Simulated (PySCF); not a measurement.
Gas-phase reaction: 2 GeHF₃ + 2 H₂O = 2 GeH₃ + O₂ + 3 F₂, at 2500 K and a standard pressure of 1 bar. Level: BLYP/def2-TZVP†.

Energies from PySCF, thermal terms from the rigid-rotor harmonic-oscillator model, ideal gas at 1 bar. † marks an energy on the PBE0/def2-TZVP geometry and frequencies. Open shells (unrestricted): GeH₃ (multiplicity 2), O₂ (multiplicity 3); the rest are closed-shell singlets. Ge: all electrons, no relativistic terms. GeHF₃, GeH₃: computed as isolated molecules; such fragments, hydroxides, amides, oligomers or adducts are transient or little studied in the gas. The harmonic model lacks anharmonicity and excited electronic states, which grow with temperature; levels with a mode under 35 cm⁻¹ are left out.

```tsv
species	E (Ha)	H(2500 K) − E (kJ/mol)	S°(2500 K) (J/mol/K)
GeHF₃	-2377.42360	274.8	495.7
H₂O	-76.44517	163.2	274.8
GeH₃	-2078.79512	216.6	363.6
O₂	-150.38550	95.2	275.5
F₂	-199.59842	94.2	275.8
```
E: electronic energy; H − E holds the zero-point and thermal terms. 1 Ha = 2625.5 kJ/mol.

Task: Work out ΔH°, ΔS°, ΔG° and log10 K from these numbers.

Result: 1. ΔE = 2×(-2078.79512) + 1×(-150.38550) + 3×(-199.59842) − 2×(-2377.42360) − 2×(-76.44517) = 0.96654 Ha = 2537.7 kJ.
2. Δ(H − E) = 2×(216.6) + 1×(95.2) + 3×(94.2) − 2×(274.8) − 2×(163.2) = -65.0 kJ, so ΔH° = 2472.7 kJ.
3. ΔS° = 2×(363.6) + 1×(275.5) + 3×(275.8) − 2×(495.7) − 2×(274.8) = 289.1 J/K; the number of gas molecules changes by +2.
4. ΔG° = ΔH° − TΔS° = 2472.7 − 2500×(289.1)/1000 = 1749.9 kJ.
5. log10 K = −ΔG°/(RT ln 10) = -36.56, with RT ln 10 = 47.86 kJ/mol; at standard pressures the reactants are favoured.
6. A shift of 10 kJ in ΔE would move log10 K by 0.21 here.
For scale, ΔH°(298 K) is 2486 kJ at this level, 2656 kJ at ωB97M-V/def2-TZVP†, and runs from 2423 to 2831 kJ over the 20 levels computed.
